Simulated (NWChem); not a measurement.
The numbers come from NWChem runs, not from measurements. System: disilylmethane (CH8Si2), charge 0, spin multiplicity 1, at a geometry optimised with PBE0/def2-SVP. Level: MP2/cc-pVDZ, 11 core orbitals frozen.

Input file:

```
start mol
memory heap 200 mb stack 900 mb global 1100 mb
geometry units angstroms nocenter noautoz
  Si    -1.595063     0.000000     0.181922
  C      0.000000     0.000000    -0.819250
  Si     1.595063     0.000000     0.181922
  H     -2.788234     0.000000    -0.719950
  H     -1.663337    -1.212437     1.054581
  H     -1.663337     1.212437     1.054581
  H      0.000000     0.885490    -1.478376
  H      0.000000    -0.885490    -1.478376
  H      1.663337    -1.212437     1.054581
  H      1.663337     1.212437     1.054581
  H      2.788234     0.000000    -0.719950
  symmetry group C2v
end
basis spherical
  * library cc-pvdz
end
scf
  rhf
  nopen 0
  maxiter 100
  thresh 1e-7
  semidirect memsize 60000000 filesize 0
end
mp2
  freeze core 11
end
task mp2 energy
```

NWChem printed:

```
             Northwest Computational Chemistry Package (NWChem) 7.3.0
             --------------------------------------------------------

                                NWChem Input Module
                                -------------------

 Scaling coordinates for geometry "geometry" by  1.889725989
 (inverse scale =  0.529177249)

 Turning off AUTOSYM since
 SYMMETRY directive was detected!

                             Geometry "geometry" -> ""
                             -------------------------

 Output coordinates in angstroms (scale by  1.889725989 to convert to a.u.)

  No.       Tag          Charge          X              Y              Z
 ---- ---------------- ---------- -------------- -------------- --------------
    1 Si                  14.0000    -1.59506300     0.00000000     0.18192200
    2 C                    6.0000     0.00000000     0.00000000    -0.81925000
    3 Si                  14.0000     1.59506300     0.00000000     0.18192200
    4 H                    1.0000    -2.78823400     0.00000000    -0.71995000
    5 H                    1.0000    -1.66333700    -1.21243700     1.05458100
    6 H                    1.0000    -1.66333700     1.21243700     1.05458100
    7 H                    1.0000     0.00000000     0.88549000    -1.47837600
    8 H                    1.0000     0.00000000    -0.88549000    -1.47837600
    9 H                    1.0000     1.66333700    -1.21243700     1.05458100
   10 H                    1.0000     1.66333700     1.21243700     1.05458100
   11 H                    1.0000     2.78823400     0.00000000    -0.71995000

 Effective nuclear repulsion energy (a.u.)     150.3009345916

            Nuclear Dipole moment (a.u.)
            ----------------------------
        X                 Y               Z
 ---------------- ---------------- ----------------
     0.0000000000     0.0000000000    -0.0000226767

      Symmetry information
      --------------------

 Group name             C2v
 Group number             16
 Group order               4
 No. of unique centers     5

      Symmetry unique atoms

     1    2    4    5    7


 Summary of "ao basis" -> "" (spherical)
 ------------------------------------------------------------------------------
       Tag                 Description            Shells   Functions and Types
 ---------------- ------------------------------  ------  ---------------------
 *                          cc-pvdz                   on all atoms

 Summary of "ao basis" -> "ao basis" (spherical)
 ------------------------------------------------------------------------------
       Tag                 Description            Shells   Functions and Types
 ---------------- ------------------------------  ------  ---------------------
 Si                         cc-pvdz                  8       18   4s3p1d
 C                          cc-pvdz                  6       14   3s2p1d
 H                          cc-pvdz                  3        5   2s1p

                                 NWChem SCF Module
                                 -----------------

  ao basis        = "ao basis"
  functions       =    90
  atoms           =    11
  closed shells   =    21
  open shells     =     0
  charge          =   0.00
  wavefunction    = RHF
  use symmetry    = T
  symmetry adapt  = T

 Summary of "ao basis" -> "ao basis" (spherical)
 ------------------------------------------------------------------------------
       Tag                 Description            Shells   Functions and Types
 ---------------- ------------------------------  ------  ---------------------
 Si                         cc-pvdz                  8       18   4s3p1d
 C                          cc-pvdz                  6       14   3s2p1d
 H                          cc-pvdz                  3        5   2s1p

      Symmetry analysis of basis
      --------------------------

        a1         33
        a2         13
        b1         26
        b2         18

 Forming initial guess at       0.0s

      Superposition of Atomic Density Guess
      -------------------------------------

 Sum of atomic energies:        -619.33091398

      Non-variational initial energy
      ------------------------------

 Total energy =    -620.674789
 1-e energy   =   -1154.221455
 2-e energy   =     383.245731
 HOMO         =      -0.361540
 LUMO         =       0.050006

      Symmetry analysis of molecular orbitals - initial
      -------------------------------------------------

  Numbering of irreducible representations:

     1 a1          2 a2          3 b1          4 b2

  Orbital symmetries:

     1 a1          2 b1          3 a1          4 a1          5 b1
     6 a1          7 b1          8 a1          9 b2         10 b1
    11 a2         12 a1         13 b1         14 a1         15 b2
    16 a1         17 b1         18 a2         19 b2         20 a1
    21 b1         22 a1         23 a1         24 a2         25 b1
    26 a1         27 b2         28 b1         29 b2         30 a1
    31 b1

 Starting SCF solution at       0.8s

 ----------------------------------------------
         Quadratically convergent ROHF

 Convergence threshold     :          1.000E-07
 Maximum no. of iterations :          100
 Final Fock-matrix accuracy:          1.000E-09
 ----------------------------------------------

              iter       energy          gnorm     gmax       time
             ----- ------------------- --------- --------- --------
                 1     -620.3444027886  5.82D-01  1.43D-01      0.8
                 2     -620.3813101408  1.63D-01  3.68D-02      0.8
[...]
                 3     -620.3849863678  7.35D-03  1.91D-03      0.8
                 4     -620.3849948849  2.76D-05  6.48D-06      0.9
                 5     -620.3849948851  3.45D-09  8.94D-10      1.0

       Final RHF  results
       ------------------

         Total SCF energy =   -620.384994885064
      One-electron energy =  -1156.881943228665
      Two-electron energy =    386.196013751953
 Nuclear repulsion energy =    150.300934591648

        Time for solution =      0.2s

       Symmetry analysis of molecular orbitals - final
       -----------------------------------------------

  Numbering of irreducible representations:

     1 a1          2 a2          3 b1          4 b2

  Orbital symmetries:

     1 b1          2 a1          3 a1          4 a1          5 b1
     6 b2          7 a2          8 b1          9 a1         10 a1
    11 b1         12 a1         13 b1         14 a1         15 b2
    16 a1         17 b1         18 a2         19 b2         20 a1
    21 b1         22 a1         23 a1         24 a2         25 b1
    26 b2         27 b1         28 a1         29 a1         30 b2
    31 b1

             Final eigenvalues
             -----------------

              1
    1  -68.7833
    2  -68.7833
    3  -11.2216
    4   -6.1319
    5   -6.1319
    6   -4.2379
    7   -4.2379
    8   -4.2379
    9   -4.2379
   10   -4.2378
   11   -4.2377
   12   -0.9542
   13   -0.7155
   14   -0.6909
   15   -0.5811
   16   -0.5186
   17   -0.4817
   18   -0.4714
   19   -0.4684
   20   -0.4515
   21   -0.4328
   22    0.1410
   23    0.1630
   24    0.1806
   25    0.1999
   26    0.2000
   27    0.2207
   28    0.2243
   29    0.2336
   30    0.2351
   31    0.2643

                       ROHF Final Molecular Orbital Analysis
                       -------------------------------------

 Vector   19  Occ=2.000000D+00  E=-4.684301D-01  Symmetry=b2
              MO Center= -2.4D-14,  1.3D-14,  5.6D-01, r^2= 4.9D+00
   Bfn.  Coefficient  Atom+Function         Bfn.  Coefficient  Atom+Function
  ----- ------------  ---------------      ----- ------------  ---------------
    56     -0.207753   5 H  s                61      0.207753   6 H  s
    76     -0.207753   9 H  s                81      0.207753  10 H  s
     9      0.198401   1 Si py               41      0.198401   3 Si py
    23     -0.163705   2 C  py

 Vector   20  Occ=2.000000D+00  E=-4.514949D-01  Symmetry=a1
              MO Center=  1.1D-14,  4.0D-15, -1.8D-02, r^2= 4.8D+00
   Bfn.  Coefficient  Atom+Function         Bfn.  Coefficient  Atom+Function
  ----- ------------  ---------------      ----- ------------  ---------------
    24      0.287520   2 C  pz               10     -0.198227   1 Si pz
    42     -0.198227   3 Si pz               27      0.174712   2 C  pz
    51      0.151844   4 H  s                86      0.151844  11 H  s

 Vector   21  Occ=2.000000D+00  E=-4.327959D-01  Symmetry=b1
              MO Center= -1.6D-14, -2.5D-15, -5.3D-01, r^2= 4.2D+00
   Bfn.  Coefficient  Atom+Function         Bfn.  Coefficient  Atom+Function
  ----- ------------  ---------------      ----- ------------  ---------------
    22      0.372772   2 C  px               25      0.243622   2 C  px
     8     -0.236564   1 Si px               40     -0.236564   3 Si px
    51      0.201385   4 H  s                86     -0.201385  11 H  s

 Vector   22  Occ=0.000000D+00  E= 1.410403D-01  Symmetry=a1
              MO Center=  1.7D-13, -4.5D-14, -9.9D-02, r^2= 7.3D+00
   Bfn.  Coefficient  Atom+Function         Bfn.  Coefficient  Atom+Function
  ----- ------------  ---------------      ----- ------------  ---------------
    21      1.551318   2 C  s                11     -0.687571   1 Si px
    43      0.687571   3 Si px               13      0.547514   1 Si pz
    45      0.547514   3 Si pz               67     -0.371515   7 H  s
    72     -0.371515   8 H  s                57     -0.362843   5 H  s
    62     -0.362843   6 H  s                77     -0.362843   9 H  s

 Vector   23  Occ=0.000000D+00  E= 1.629840D-01  Symmetry=a1
              MO Center=  2.4D-16,  1.1D-15,  3.4D-01, r^2= 6.1D+00
   Bfn.  Coefficient  Atom+Function         Bfn.  Coefficient  Atom+Function
  ----- ------------  ---------------      ----- ------------  ---------------
    52      1.034597   4 H  s                87      1.034597  11 H  s
    13      0.873859   1 Si pz               45      0.873859   3 Si pz
    11      0.559876   1 Si px               43     -0.559876   3 Si px
     4     -0.361639   1 Si s                36     -0.361639   3 Si s
    27     -0.268539   2 C  pz               57     -0.267606   5 H  s

 Vector   24  Occ=0.000000D+00  E= 1.805908D-01  Symmetry=a2
              MO Center=  9.7D-16, -4.4D-16, -1.5D-01, r^2= 7.1D+00
   Bfn.  Coefficient  Atom+Function         Bfn.  Coefficient  Atom+Function
  ----- ------------  ---------------      ----- ------------  ---------------
    12      1.282322   1 Si py               44     -1.282322   3 Si py
    57      0.849227   5 H  s                62     -0.849227   6 H  s
    77     -0.849227   9 H  s                82      0.849227  10 H  s

 center of mass
 --------------
 x =   0.00000000 y =   0.00000000 z =   0.00418918

 moments of inertia (a.u.)
 ------------------
          97.652609334575           0.000000000000           0.000000000000
           0.000000000000         675.009091391511           0.000000000000
           0.000000000000           0.000000000000         630.968735965586

  Mulliken analysis of the total density
  --------------------------------------

    Atom       Charge   Shell Charges
 -----------   ------   -------------------------------------------------------
    1 Si  14    13.48   2.00  2.01  0.71  0.37  6.00  1.44  0.66  0.29
    2 C    6     6.48   2.00  0.63  0.56  2.04  1.22  0.03
    3 Si  14    13.48   2.00  2.01  0.71  0.37  6.00  1.44  0.66  0.29
    4 H    1     1.12   0.73  0.38  0.01
    5 H    1     1.12   0.73  0.38  0.01
    6 H    1     1.12   0.73  0.38  0.01
    7 H    1     0.93   0.73  0.16  0.03
    8 H    1     0.93   0.73  0.16  0.03
    9 H    1     1.12   0.73  0.38  0.01
   10 H    1     1.12   0.73  0.38  0.01
   11 H    1     1.12   0.73  0.38  0.01

       Multipole analysis of the density wrt the origin
       ------------------------------------------------

     L   x y z        total         open         nuclear
     -   - - -        -----         ----         -------
     0   0 0 0      0.000000      0.000000     42.000000

     1   1 0 0      0.000000      0.000000      0.000000
     1   0 1 0     -0.000000      0.000000      0.000000
     1   0 0 1     -0.335095      0.000000     -0.000023

     2   2 0 0    -30.558325      0.000000    349.441445
     2   1 1 0     -0.000000      0.000000      0.000000
     2   1 0 1      0.000000      0.000000      0.000000
     2   0 2 0    -28.494164      0.000000     26.597998
     2   0 1 1      0.000000      0.000000      0.000000
     2   0 0 2    -28.503063      0.000000     52.887863

                   NWChem MP2 Semi-direct Energy/Gradient Module
                   ---------------------------------------------

  Basis functions       =     90
  Molecular orbitals    =     90
  Frozen core           =     11
  Frozen virtuals       =      0
  Active alpha occupied =     10
  Active beta occupied  =     10
  Active alpha virtual  =     69
  Active beta virtual   =     69
  Use MO symmetry       = T
  Use skeleton AO sym   = T

  AO/Fock/Back tols     =   1.0D-09  1.0D-09  1.0D-09

 GA uses MA = F    GA memory limited = T

 Available:
  local mem=  1.26D+08
 global mem=  1.44D+08
 local disk=  0.00D+00
  mp2_memr nvloc                    69
  nvloc new                    69
   1 passes of  10:        3145728                      34119                   9442504.
   1 passes of  10: M    126145337           G      144163000           F     122999609.

 Semi-direct pass number   1 of   1  for RHF alpha+beta  at        1.0s
  vrange nnbf                  4019
  mp2_eaftype                    36  avail_ma_in_mb                  1099
 EAF : mp2_eaftype filesize          36    4721252.
  mp2_eaf for mointskh                     36
Node 0 wrote     22.2 Mb in      0.0 s     Agg I/O rate:  7192.3 Mb/s
 Done moints_semi at        5.1s
  mp2_eaftype                    36  avail_ma_in_mb                  1063
 EAF : mp2_eaftype filesize          36    4721252.
  mp2_eaf for kh                    36
 Done maket at        5.1s
 Done multipass loop at        5.1s

          -------------------------------------------
          SCF energy                -620.384994885064
          Correlation energy          -0.359226440969
          Singlet pairs               -0.264058405524
          Triplet pairs               -0.095168035445
          Total MP2 energy          -620.744221326034
          -------------------------------------------

          ---------------------------------------------------
                    Spin Component Scaled (SCS) MP2
          Same spin pairs                     -0.063445356964
          Same spin scaling factor             0.333333333333
          Opposite spin pairs                 -0.295781084006
          Opposite spin scaling fact.          1.200000000000
          SCS-MP2 correlation energy          -0.376085753128
          Total SCS-MP2 energy              -620.761080638193
          ---------------------------------------------------

 -----------------------
 Performance information
 -----------------------

 Timer overhead =  1.25D-07 seconds/call

               Nr. of calls         CPU time (s)                 Wall time (s)                GFlops
             ---------------    -------------------     ------------------------------   -------------------
Name         Min   Avg   Max    Min     Avg     Max     Min     Avg     Max   Mx/calls   Min     Max     Sum
mp2: moin     1     1     1    4.0     4.0     4.0      4.0     4.0     4.0     4.0      0.0     0.0     0.0
mp2: make     1     1     1   5.90E-2 5.90E-2 5.90E-2  5.90E-2 5.90E-2 5.90E-2 5.90E-2   0.0     0.0     0.0
mp2: tota     1     1     1    4.1     4.1     4.1      4.1     4.1     4.1     4.1      0.0     0.0     0.0

 The average no. of pstat calls per process was 3.00D+00
 with a timing overhead of 3.75D-07s

 Task  times  cpu:        5.1s     wall:        5.1s

 Total times  cpu:        5.1s     wall:        5.1s
```
